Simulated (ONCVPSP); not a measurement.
# vanadium, ONCV: configuration errors across variants

```
Element                 : V
Generator               : ONCVPSP 4.0.1
Type                    : optimised norm-conserving Vanderbilt (ONCV)
Functional              : PBEsol
Relativity              : scalar-relativistic
Frozen core             : [Ne]
Valence charge          : 13
Reference configuration : 3s2 3p6 3d3 4s0.5 (charge +1.5)
Partial waves           : 3s+4s: rc 1.30 bohr, ncon 4, nbas 8, qcut 11.9 1/bohr, 2 projectors; 3p: rc 1.15 bohr, ncon 3, nbas 7, qcut 13.5 1/bohr, 1 projector; 3d: rc 2.30 bohr, ncon 4, nbas 9, qcut 7.1 1/bohr, 2 projectors, debl 3.2 Ha
Local potential         : polynomial inside 0.95 bohr (lpopt 5, dvloc0 0 Ha)
Core correction         : Teter function, fcfact 4.5, rcfact 1.45
```

All-electron excitation energies from the reference (eV): (1) 3s2 3p6 3d3 4s2 -14.019; (2) 3s2 3p6 3d3 4s1 -6.269; (3) 3s2 3p6 3d3 4s0 7.934; (4) 3s2 3p5 3d3 4s2 36.835.

Errors AE − PS in meV (a dash: test not solved or not reliable):

| change | (1) | (2) | (3) | (4) | bound ghosts | GHOST(+) flags above zero |
| --- | --- | --- | --- | --- | --- | --- |
| base | +5.1 | +0.7 | -0.7 | -177 | none | none |
| all radii but the core radius scaled by about 0.82 (s 1.06, p 0.94, d 1.88 bohr); local potential polynomial inside 0.78 bohr (lpopt 5, dvloc0 0 Ha) | +5.0 | +0.9 | +0.1 | -114 | none | s |
| all radii but the core radius scaled by about 1.09 (s 1.42, p 1.24, d 2.50 bohr); local potential polynomial inside 1.04 bohr (lpopt 5, dvloc0 0 Ha) | +3.7 | +0.2 | -1.9 | -209 | none | none |
| all radii but the core radius scaled by about 1.19 (s 1.54, p 1.36, d 2.74 bohr); local potential polynomial inside 1.12 bohr (lpopt 5, dvloc0 0 Ha) | +0.6 | -0.7 | -4.3 | -257 | none | none |
| all radii but the core radius scaled by about 1.31 (s 1.70, p 1.50, d 3.02 bohr); local potential polynomial inside 1.24 bohr (lpopt 5, dvloc0 0 Ha) | -4.7 | -2.1 | -7.9 | -299 | none | none |

(1) Give the same row for: all radii but the core radius scaled by about 0.92 (s 1.20, p 1.06, d 2.12 bohr); local potential polynomial inside 0.88 bohr (lpopt 5, dvloc0 0 Ha).

## Answers

(1) +5.4, +0.9, -0.1, -150; bound ghosts: none; GHOST(+) flags above zero: s.
